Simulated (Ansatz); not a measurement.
Input and output for `B[CH]([AlH2])[SiH3]`.

```yaml
crystal:
  periodic: [false, false, false]
  atoms:
    - {symbol: B, position_ang: [-1.704045, 0.371996, 0.391574]}
    - {symbol: C, position_ang: [-0.227717, 0.674265, 0.419863]}
    - {symbol: Al, position_ang: [0.617330, -1.113706, 0.858628]}
    - {symbol: Si, position_ang: [0.749540, 0.546872, -1.142146]}
    - {symbol: H, position_ang: [-2.164997, -0.323831, -0.472999]}
    - {symbol: H, position_ang: [-2.437433, 0.775640, 1.250438]}
    - {symbol: H, position_ang: [0.142258, 1.410253, 1.134514]}
    - {symbol: H, position_ang: [-0.142270, -2.454727, 0.514418]}
    - {symbol: H, position_ang: [1.932411, -1.018834, 1.731877]}
    - {symbol: H, position_ang: [1.459205, -0.828861, -0.984960]}
    - {symbol: H, position_ang: [-0.017591, 0.399426, -2.397917]}
    - {symbol: H, position_ang: [1.870307, 1.506207, -1.269291]}
basis:
  gaussian: {orbitals: ANO-RCC-VTZP}
total_charge: -1
magnetization: {spin_polarized: true, initial_magnetization: 1}
hamiltonian: {xc: {name: r2SCAN50}}
```

```sh
$ ansatz run in.yaml --threads 2 --pin off --events-out ev --progress --plain --max-ram 4352MiB
```

Shortened log:

```
Functional definition: r2SCAN50
1846 factors; their error is unknown
mean field evaluation 1: about -16341.0554 eV, gradient 2.3e1 eV
mean field evaluation 2: about -16339.5521 eV, gradient 2.7e1 eV
mean field evaluation 4: about -16344.2207 eV, gradient 7.6e-1 eV
mean field evaluation 8: about -16344.2515 eV, gradient 3.3e-1 eV
mean field evaluation 16: about -16344.4405 eV, gradient 1.4e-2 eV
mean field evaluation 32: about -16344.4406 eV, gradient 4.8e-5 eV
mean field -16344.44057151 eV, -600.6471123433 hartree, gradient 2.1e-5 eV, S^2 0.755977; 6 other end points of the search recorded, 0 dependent functions left out
reference -16344.44059901 eV, -600.6471133539 hartree; 24, 23 occupied and 216, 217 virtual orbitals, 1846 factors
Total energy: -16344.44059901 eV, -600.6471133539 hartree
Relativity: scalar
```

Hardware: 2 threads of an Arm Neoverse V2 on a shared host. Wall time 92 s, peak host memory 1.5 GiB.
